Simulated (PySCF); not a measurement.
# Mayer bond orders and bond lengths

Species: C5H7ClO.
Atom-mapped SMILES: `[CH2:1]=[CH:2][CH2:3][O:4][C:5](=[CH2:6])[Cl:7]` (hydrogens: H8, H9 on C1; H10 on C2; H11, H12 on C3; H13, H14 on C6)

Structure used (GFN2-xTB), in Å, numbered top down from 1:
```xyz
14
C5H7ClO angstrom
C      2.810    0.166    0.510
C      1.758   -0.242   -0.173
C      0.396   -0.428    0.417
O     -0.553    0.106   -0.497
C     -1.863    0.042   -0.227
C     -2.775    0.649   -0.971
Cl    -2.356   -0.905    1.152
H      2.750    0.412    1.557
H      3.779    0.263    0.052
H      1.824   -0.481   -1.224
H      0.202   -1.502    0.563
H      0.317    0.074    1.389
H     -3.821    0.564   -0.756
H     -2.469    1.237   -1.815
```

Bond orders from the PBE0/pcSseg-1 density (PySCF). The structure is a single GFN2-xTB conformer in the gas phase; no vibrational or solvent corrections.

(1) Where do the orders between heavy atoms depart from those drawn in the SMILES?

(2) Give the Mayer order of every bond, beside its length.

## Answers

(1) The largest departure is 0.157, at C3–O4 (drawn single, 0.843). Drawn single, order below 0.88: C3–O4 (0.843).

(2) 
```csv
bond,drawn as,length (Å),Mayer order
C1–C2,double,1.319,1.991
C2–C3,single,1.497,1.029
C3–O4,single,1.422,0.843
O4–C5,single,1.339,1.059
C5–C6,double,1.325,1.857
C5–Cl7,single,1.744,1.006
C1–H8,single,1.078,0.954
C1–H9,single,1.076,0.952
C2–H10,single,1.080,0.956
C3–H11,single,1.100,0.929
C3–H12,single,1.097,0.942
C6–H13,single,1.071,0.947
C6–H14,single,1.073,0.940
```

Bonds between the same two heavy elements. C–C: lowest C2–C3 (1.029, 1.497 Å), highest C1–C2 (1.991, 1.319 Å). C–O: lowest C3–O4 (0.843, 1.422 Å), highest O4–C5 (1.059, 1.339 Å).

Sum the orders of all bonds at each heavy atom with more than one neighbour and set the sums beside the valence in the SMILES.

C1 3.897 (drawn 4), C2 3.976 (drawn 4), C3 3.743 (drawn 4), O4 1.902 (drawn 2), C5 3.922 (drawn 4), C6 3.744 (drawn 4). Orders between atoms that aren't bonded are not in these sums.

The Mayer order sums products of elements of PS (density times overlap matrix) between the two atoms' basis functions, so it depends on the basis set.

These values come from a run that also computed NMR shieldings. Time: 76 s wall (with the writing of density and orbital grids); peak memory 0.73 GiB. Hardware: Intel Xeon at 2.50 GHz, one thread (shared host).
